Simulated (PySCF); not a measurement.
Labels have come off several samples. The candidates:

A. SMILES C=C(C#CC)/C=C\[SiH2]C#N
B. `C#C[SiH2]n1ccc(C=C)c1`
C. SMILES C#CC[SiH2]c1ccccn1
D. `CC#C[SiH2]c1cccnc1`

Spectrum 1. ¹H NMR (300 MHz, computed): δ 8.97 (s, 1H), 8.94 (d, 1H), 8.45 (d, 1H), 7.45 (m, 1H), 5.12 (s, 2H), 2.24 (s, 3H). ¹³C{¹H} NMR (computed): δ 160.9 (CH), 156.3 (CH), 149.1 (CH), 130.4 (C), 128.3 (CH), 117.5 (C), 79.7 (C), 6.2 (CH3).

Spectrum 2. ¹H NMR (300 MHz, computed): δ 9.01 (d, 1H), 7.88 (m, 1H), 7.72 (m, 1H), 7.37 (m, 1H), 4.91 (t, 2H), 2.43 (m, 2H), 1.28 (t, 1H). ¹³C{¹H} NMR (computed): δ 167.1 (C), 155.5 (CH), 139.6 (CH), 136.2 (CH), 128.4 (CH), 85.5 (C), 72.8 (CH), 0.8 (CH2).

Spectrum 3. ¹H NMR (300 MHz, computed): δ 7.09 (m, 1H), 6.85 (m, 1H), 6.79 (m, 1H), 6.48 (m, 1H), 5.81 (m, 1H), 5.28 (m, 1H), 5.28 (d, 2H), 2.12 (t, 1H). ¹³C{¹H} NMR (computed): δ 136.8 (CH), 132.8 (C), 129.0 (CH), 128.8 (CH), 115.7 (CH), 114.6 (CH2), 105.8 (CH), 85.6 (C).

Spectrum 4. ¹H NMR (300 MHz, computed): δ 7.18 (d, 1H), 6.25 (br s, 1H), 5.99 (br s, 1H), 5.81 (m, 1H), 4.87 (d, 2H), 2.46 (s, 3H). ¹³C{¹H} NMR (computed): δ 160.7 (CH), 140.8 (CH2), 138.8 (C), 126.2 (C), 121.2 (CH), 112.1 (C), 86.8 (C), 7.2 (CH3).

- σ from GIAO-PBE0/pcSseg-1
- structure optimised with GFN2-xTB
- code: PySCF 2.14.0 with density-fitted response routines
- relativity neglected, one averaged value for each set of equivalent atoms, no solvent model, single conformer

Scale: TMS for ¹H (σref 31.72) and ¹³C (σref 186.93) (reference shieldings calculated alike). Where no couplings were computed, multiplicities follow the n + 1 count of equivalent neighbours, and m marks all less simple cases (inequivalent or close neighbours, rings, F or P nearby). Shifts are as computed. Against solution values, carbons near 30 ppm lie about +3 ppm off and those near 130 ppm about +5 ppm. Of 1309 compounds with measured shifts, 239 miss one by over three times the rms of a fit or turn the order of signals round; such compounds aren't used in these exercises.

Match each spectrum to its structure.

Results:

1–D, 2–C, 3–B, 4–A.

- Spectrum 1 (D): 8 ¹³C signals; δC 160.9 is an aromatic CH next to a ring nitrogen; δC 156.3 is an aromatic CH next to a ring nitrogen.
- Spectrum 2 (C): 8 ¹³C signals; δC 155.5 is an aromatic CH next to a ring nitrogen; δC 139.6 is an aromatic CH.
- Spectrum 3 (B): 8 ¹³C signals; δC 136.8 is an alkene CH; δC 114.6 is a terminal =CH2 carbon.
- Spectrum 4 (A): 8 ¹³C signals; δC 160.7 is an alkene CH; δC 140.8 is a terminal =CH2 carbon.
